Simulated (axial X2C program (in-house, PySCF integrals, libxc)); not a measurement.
Outer orbitals of PtC at 1.668 Å, PBE0

All values were computed with an in-house relativistic program for diatomic molecules. Spin-free means the one-electron spin-free X2C Hamiltonian; two-component (2c) means X2C with spin–orbit coupling and atomic mean-field two-electron Coulomb and Gaunt terms, so the difference of the two also holds small scalar two-electron terms. Basis: Pt dyall-cv3z [13s14p9d6f4g], C dyall-v3z [7s6p2d1f] (cores contracted in-house); Gaussian nuclei, density fitting, unrestricted open shells. Masses: Pt 194.965 u, C 12.000 u.

The distance is close to the 2c PBE0 minimum; the highest filled and lowest empty levels are listed.

Spin-free orbitals, state M_S = 0, Λ = 0 (closed shell) (Löwdin shares):

| symmetry | occupied | ε (eV) | atomic character |
| --- | --- | --- | --- |
| σα | yes | -18.17 | 47% C s, 29% Pt d, 10% Pt s |
| π-α | yes | -10.88 | 71% Pt d, 24% C p, 2% C d |
| π+α | yes | -10.88 | 71% Pt d, 24% C p, 2% C d |
| σα | yes | -10.32 | 40% Pt d, 29% C p, 18% C s |
| δ-α | yes | -8.63 | 99% Pt d |
| δ+α | yes | -8.63 | 99% Pt d |
| σα | yes | -6.83 | 48% Pt s, 31% C p, 14% Pt d |
| π+α | no | -2.99 | 48% C p, 24% Pt p, 21% Pt d |
| π-α | no | -2.99 | 48% C p, 24% Pt p, 21% Pt d |
| σα | no | -1.68 | 43% Pt p, 23% C p, 19% Pt s |
| π-α | no | 0.53 | 78% Pt p, 11% C p, 6% Pt d |
| π+α | no | 0.53 | 78% Pt p, 11% C p, 6% Pt d |

One partner of each degenerate Kramers or spin pair is listed.

Spinors with spin–orbit coupling (state Ω = 0):

```
  ω  occupied  ε (eV)             atomic character     λ mixture
1/2       yes  -18.16  47% C s, 29% Pt d, 10% Pt s        100% σ
1/2       yes  -11.29    70% Pt d, 20% C p, 4% C s  84% π, 16% σ
3/2       yes  -10.86            74% Pt d, 22% C p   91% π, 9% δ
1/2       yes  -10.15   44% Pt d, 31% C p, 15% C s  84% σ, 16% π
3/2       yes   -9.10             94% Pt d, 4% C p  90% δ, 10% π
5/2       yes   -8.13                     99% Pt d        100% δ
1/2       yes   -6.83  47% Pt s, 31% C p, 13% Pt d   99% σ, 1% π
1/2        no   -3.24  46% C p, 28% Pt p, 18% Pt d   94% π, 6% σ
3/2        no   -2.79  46% C p, 23% Pt p, 23% Pt d   99% π, 1% δ
1/2        no   -1.62  42% Pt p, 25% C p, 17% Pt s   94% σ, 6% π
1/2        no    0.49   75% Pt p, 12% C p, 7% Pt d  100% π, 0% σ
```

One partner of each degenerate Kramers or spin pair is listed.

Problem. How does the gap between the highest filled and lowest empty level change from the spin-free to the 2c table?

Solution. From 3.84 to 3.59 eV at PBE0, a change of -0.25 eV.

Mulliken charges and populations of the two-component result (they depend on the basis, above all on diffuse functions):

Pt -0.10 e (s 11.54 p 24.13 d 28.41 f 14.02 g 0.01), C 0.10 e (s 3.72 p 2.08 d 0.08 f 0.01).

The state is a single determinant with fixed occupations, the lowest that a limited PBE0 search found.
